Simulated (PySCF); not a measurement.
C5H5ClF2O.
Numbering: `[F:1][C@@H:2]1[CH2:3][C:4]([Cl:5])=[CH:6][O:7][C@H:8]1[F:9]` (hydrogens: H10 on C2; H11, H12 on C3; H13 on C6; H14 on C8)

Cartesian coordinates in Å at the PBE0-D3(BJ)/def2-SVP level; atoms count from 1:
```xyz
14
C5H5ClF2O angstrom
F     -1.2339   -0.3065   -1.5797
C     -1.1288    0.2191   -0.3161
C      0.0416    1.1774   -0.2444
C      1.3162    0.4008   -0.2571
Cl     2.7654    1.2489   -0.6671
C      1.3546   -0.9017    0.0407
O      0.2570   -1.6308    0.3870
C     -0.9140   -0.9471    0.6384
F     -0.8899   -0.4298    1.9048
H     -2.0742    0.7247   -0.0628
H     -0.0057    1.8625   -1.1044
H     -0.0324    1.7893    0.6707
H      2.2635   -1.5028    0.0191
H     -1.7246   -1.6880    0.5740
```

Level: PBE0/def2-SVPD in PySCF, non-relativistic, on one gas-phase PBE0-D3(BJ)/def2-SVP geometry that isn't relaxed in the solvent. The solvent is an IEF-PCM continuum (van der Waals radii × 1.2). Only the electrostatic response of the medium enters.

```csv
medium,total energy (Eh),HOMO (eV),LUMO (eV),dipole (D)
gas phase,-927.527903,-6.955,-0.098,1.524
dimethylsulfoxide (ε = 46.83),-927.536969,-6.900,0.030,2.155
```

**Question.** What is E(solvent) − E(gas) in dimethylsulfoxide, in kJ/mol?

**Answer.** -927.536969 − (-927.527903) = -0.009066 Eh = -23.80 kJ/mol.

**Question.** Scale it by Onsager's factor (ε − 1)/(2ε + 1) to acetone (ε = 20.49), and compare with the calculation.

**Answer.** The factor goes from 0.484 to 0.464, a ratio of 0.959, which gives -22.83 kJ/mol. The calculation gives -22.72 kJ/mol (total energy -927.536558 Eh), so the scaled value is 0.4 % too large in size.

**Question.** Scale the changes of the other columns the same way. What are the values in acetone?

**Answer.** 
| quantity | scaled | computed | difference |
| --- | --- | --- | --- |
| HOMO (eV) | -6.902 | -6.898 | -0.004 |
| LUMO (eV) | 0.025 | 0.030 | -0.005 |
| dipole (D) | 2.129 | 2.121 | +0.008 |

**Question.** How does each lowering split into the polarisation term (half the interaction with the induced surface charges) and the distortion of the solute's density?

**Answer.** dimethylsulfoxide: -27.18 + 3.38 kJ/mol, the distortion taking back 12 % of the polarisation term; acetone: -25.78 + 3.06 kJ/mol, the distortion taking back 12 % of the polarisation term.

Cost: about 60 s of CPU time on one thread; the machine was shared, so the figure is rough. This is the whole response run at PBE0/def2-SVPD in acetone, SCF included.
